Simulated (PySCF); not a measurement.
# How methods differ on the excitation energy of Hf

Hf [Xe] 4f14 5d2 6s2 (3F) → Hf [Xe] 4f14 5d3 6s1 (5F), as a difference of total energies. Computed with PySCF 2.14 in x2c-QZVPPall (16s10p9d5f2g, 144 functions), with the spin-free X2C one-electron Hamiltonian (Gaussian nucleus). The calculations carry no spin-orbit coupling.

```
method  excitation energy (eV)
   UHF                   0.934
  BLYP                   1.591
  MN15                   1.748
```
